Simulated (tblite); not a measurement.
C₄H₆OSSi.
SMILES: `C[Si@H]1C=CC(=S)O1`

Computed values, GFN2-xTB/tblite, gas phase, harmonic and unscaled. The method is semi-empirical: single wavenumbers can be off by several per cent or more. Modes of hydrogen on silicon can be 10 to 20 % off.

Harmonic wavenumbers (cm⁻¹): 79.1, 98.1, 129.4, 188.7, 284.7, 313.4, 416.7, 539.6, 545.3, 579.0, 655.6, 728.3, 752.7, 779.2, 810.2, 824.1, 850.3, 887.0, 904.6, 1067.7, 1163.4, 1229.2, 1294.4, 1362.7, 1461.8, 1468.5, 1561.7, 2306.4, 3029.9, 3046.0, 3063.9, 3106.2, 3122.2.

A = 4209, B = 1164, C = 997.2 MHz; mass 129.991 u (most abundant isotopes); point group C1, symmetry number 1.

Problem. What is the zero-point energy?

Solution. ½Σν̃ = 19325 cm⁻¹ = 231.18 kJ/mol.

Problem. Give the ideal-gas entropy at 350 K and 1 bar in the rigid-rotor, harmonic-oscillator model (classical rotation).

Solution. Translation 172.89, rotation 121.57, vibration 101.04: S = 395.5 J/(mol K).

Problem. And Cp and H(350 K) − H(0)?

Solution. Cp = 145.49 J/(mol K), of which vibrations give 112.24 (their classical limit is 33 R = 274.4); H(350 K) − H(0) = 30.97 kJ/mol without the zero-point energy, 19.33 from vibrations.

Problem. Which modes carry the vibrational entropy at 350 K?

Solution. 79.1 cm⁻¹: 17.69; 98.1 cm⁻¹: 15.92; 129.4 cm⁻¹: 13.66; 188.7 cm⁻¹: 10.63; 284.7 cm⁻¹: 7.47; 313.4 cm⁻¹: 6.76 J/(mol K); the other 27 give 28.91 together.

Problem. Blend soft modes into free rotors: weight 1/[1 + (100 cm⁻¹/ν̃)⁴] for the oscillator and the rest for a rotor with moment μB/(μ + B), μ = h/(8π²ν), B = 10⁻⁴⁴ kg m². What vibrational entropy results?

Solution. 95.85 J/(mol K) in place of 101.04, which changes −T·S at 350 K by +1.82 kJ/mol.

Problem. How do the functions run with temperature in this model?

Solution. 
```tsv
T (K)	S (J/(mol K))	Cp (J/(mol K))	H − H(0) (kJ/mol)	G − H(0) (kJ/mol)	ln q(vib)
50	236.0	47.5	1.90	-9.91	0.20
100	274.5	64.5	4.72	-22.73	0.93
298.15	373.5	129.6	23.84	-87.51	4.53
373.15	405.0	152.0	34.42	-116.72	5.95
500	453.9	182.1	55.71	-171.26	8.35
750	535.8	220.7	106.48	-295.33	12.90
1000	602.8	244.6	164.86	-437.90	17.05
```

q(vib) and H(0) count from the zero-point level.

Hindered rotation and anharmonicity are outside this model. The structure is chiral; the term R ln 2 for an equal mix with its mirror image is left out.

On an Arm Neoverse V2 with one thread, no GPU, shared host, this took 0.37 s wall. This covers the Hessian and the dipole derivatives.
